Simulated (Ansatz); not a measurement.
Frontier orbitals of C₆H₉N, SMILES `Cc1ccc(C)[nH]1`.

Cartesian coordinates in Å:
```
C 1.485 0.193 2.054
C 0.395 0.041 1.059
C -0.950 -0.175 1.218
C -1.534 -0.241 -0.075
C -0.533 -0.064 -0.995
C -0.563 -0.039 -2.478
N 0.628 0.105 -0.289
H 1.986 1.163 1.972
H 1.076 0.117 3.061
H 2.251 -0.583 1.948
H -1.457 -0.274 2.165
H -2.575 -0.401 -0.309
H 0.053 -0.832 -2.917
H -1.585 -0.185 -2.828
H -0.208 0.916 -2.882
H 1.530 0.257 -0.704
```

Charge 0, multiplicity 1. The geometry is a stationary point of PBE0-D4/def2-TZVP. Basis def2-TZVPP, the Gaussian-basis code of Ansatz.

Orbital energies of one run (eV). Highest occupied ones, from the top: -5.14, -6.38, -9.48, -9.80, -9.89, -10.28, -10.89, -11.23, -11.37, -11.51, -11.96, -13.24, -15.30, -15.80. Empty: 0.71, 0.76, 1.40, 1.91, 2.00, 2.26.

(1) Which functional gave them?
A. HSE06 (plane-wave form)
B. r2SCAN0
C. ωB97X-V
D. PBE0

Results:

(1) A. HOMO energies: HSE06 -5.14, r2SCAN0 -5.62, ωB97X-V -7.71, PBE0 -5.53 eV.
